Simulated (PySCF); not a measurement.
# Which element holds H most strongly?

r²SCAN in PySCF with def2-TZVPP on every atom (core potentials on Mo, Ru), for the lowest determinant that a PBE0 search found; no spin–orbit coupling. D0 is De less the harmonic zero-point energy.

| M | state (unpaired electrons) | Re (Å) | ωe (cm⁻¹) | D0(MH) (eV) |
| --- | --- | --- | --- | --- |
| Mo | sextet (σ ↑, π ↑↑, δ ↑↑) | 1.715 | 1775 | 2.31 |
| C | doublet (π ↑) | 1.126 | 2809 | 3.35 |
| Ru | quartet (σ ↑, δ ↑↑) | 1.574 | 2036 | 2.67 |
| Cu | singlet (closed shell) | 1.457 | 1968 | 2.68 |
| Si | doublet (π ↑) | 1.530 | 2018 | 3.01 |
| B | singlet (closed shell) | 1.242 | 2304 | 3.30 |
| As | triplet (π ↑↑) | 1.528 | 2166 | 2.87 |

Q: Order the elements by D0 and give the energy of CH + As → AsH + C.

A: C > B > Si > As > Cu > Ru > Mo; ΔE = 3.35 − 2.87 = +0.48 eV at r²SCAN/def2-TZVPP. Close neighbours can swap at other levels.

The metal atom is held in its measured ground configuration; semilocal functionals can put another filling of s and d lower by some tenths of an eV, and De to that atom would be smaller. These are scalar-relativistic numbers at best; spin–orbit coupling would shift them, the dissociation energy most. States were picked by a PBE0 search and need not be the measured ground states. With d or f electrons several states lie close, and the lowest PBE0 determinant need not be the measured ground state.
